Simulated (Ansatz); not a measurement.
Reaction (redistribution): `[NH2][GeH2][OH]` + `CB(O)CO` → `[NH2][GeH2][CH2]O` + `CB(O)O`

Isolated molecules relaxed with PBE0-D4/def2-TZVP in Ansatz; ΔE leaves out vibrations. CBS: MP2 limit from def2 TZ/QZ plus the TZ coupled-cluster correction, frozen cores. This one scheme is used for every species. Functionals use def2-TZVPP. For Ge outer-core shells are correlated without core-valence functions, which leaves a few kJ/mol of doubt a bond. Scalar relativity is left out up to krypton. Each species was taken in one conformer, which may not be the lowest.

```csv
level,ΔE (kJ/mol)
PBE0-D4,-83.3
MP2/def2-TZVPP,-81.4
```

Question: What does CCSD(T)/CBS give? (An estimate is asked.)

Answer: Computed: -80.5 kJ/mol. The listed levels differ from it by -2.8, -0.9 kJ/mol.

Largest T1 diagnostic among the species: 0.012.

In def2-TZVPP, CCSD(T) changes the Hartree–Fock value by −13.3 kJ/mol (the triples alone add −2.0 kJ/mol) and MP2 by −14.0 kJ/mol.
